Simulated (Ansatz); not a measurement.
Relaxation of ClFH6W (9 atoms, charge 0, multiplicity 1), to a largest force component of 0.03 eV/Å in at most 50 steps.

The calculation used Ansatz 0.2.0, RKS r2SCAN-D4/def2-SVP.

```xyz
9
Properties=species:S:1:pos:R:3:forces:R:3
W 0.357 -0.009 -0.397 0.11 0.42 0.41
Cl 0.710 -0.162 3.168 -0.03 0.80 -0.81
F 2.165 -0.233 0.010 -0.06 0.01 0.00
H -0.368 1.402 -0.943 0.01 0.02 0.00
H -0.946 0.422 0.572 -0.02 0.00 0.04
H -0.662 -1.264 0.120 0.00 -0.01 -0.01
H 0.149 0.117 -2.078 0.00 -0.01 0.00
H 0.497 1.406 0.538 -0.05 -0.44 -0.33
H 0.669 0.863 2.309 0.02 -0.80 0.69
```

Q: Where does it end, and by what steps?

A: The forces met the threshold. After 35 steps the energy has fallen by 0.571 eV; H9 moved furthest, 1.63 Å.

```
step  energy less start (eV)  largest force component (eV/Å)  accepted
   0                  0.0000                           0.808       yes
   2                 -0.0452                           1.005       yes
   4                 -0.0785                           0.632       yes
   6                 -0.1213                           0.256       yes
   8                 -0.1403                           0.213       yes
  10                 -0.2450                           0.503       yes
  12                 -0.4532                           0.413       yes
  14                 -0.5042                           0.136       yes
  16                 -0.5068                           0.076       yes
  18                 -0.5095                           0.150       yes
  20                 -0.5130                           0.435        no
  22                 -0.5226                           0.173       yes
  24                 -0.5202                           0.724        no
  26                 -0.5398                           0.135       yes
  28                 -0.5330                           1.013        no
  30                 -0.5605                           0.168       yes
  32                 -0.5702                           0.085       yes
  34                 -0.5706                           0.033       yes
  35                 -0.5708                           0.002       yes
```

```xyz
9
Properties=species:S:1:pos:R:3
W 0.263 0.478 -0.214
Cl 0.467 -0.561 2.907
F 1.938 0.612 0.556
H 0.300 1.060 -1.792
H -1.115 0.765 0.704
H -0.709 -0.852 0.120
H 0.185 -0.690 -1.420
H -0.474 1.968 -0.451
H 1.716 -0.237 2.890
```

Time of the run: 2.4 min on 2 threads of Arm Neoverse V1, with other jobs on the host, peak memory 0.16 GiB.
